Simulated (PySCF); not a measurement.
Cost against size for one kind of job: delta-SCF UKS SCAN, pcX-2 on the ionised atom, pcseg-1 elsewhere, spin-free X2C in PySCF. Hardware: one thread of an Arm Neoverse V2, no GPU, shared host. The host was shared with other jobs, so the times are rough. Peak memory is the resident size of the whole Python process, interpreter and libraries included.

```csv
species (SMILES),atoms,electrons,basis functions,SCF cycles,core holes,wall time,peak memory
CCB(F)F,10,40,126,66,4,?,?
O[SiH2]O[SiH3],10,50,136,85,6,22 s,0.45 GiB
C#C/C(=N/[SiH3])C1CC1,17,66,203,160,8,?,?
C#C[SiH2]/N=C/C=C/C,17,66,203,191,9,1.9 min,0.80 GiB
C#C[SiH2]/N=C/C=C\C,17,66,203,195,9,91 s,0.80 GiB
C=Cc1cccn1[SiH3],17,66,203,203,9,2.4 min,0.84 GiB
C#C[SiH2]/N=C\C=C/C,17,66,203,197,9,?,?
```

Estimate the withheld figures.

`CCB(F)F`: 17 s, 0.40 GiB; `C#C/C(=N/[SiH3])C1CC1`: 1.7 min, 0.83 GiB; `C#C[SiH2]/N=C\C=C/C`: 87 s, 0.79 GiB.

Which species took longest, and how many times the shortest run?

`C=Cc1cccn1[SiH3]`, at 2.4 min: about 8.5 times the shortest (17 s).
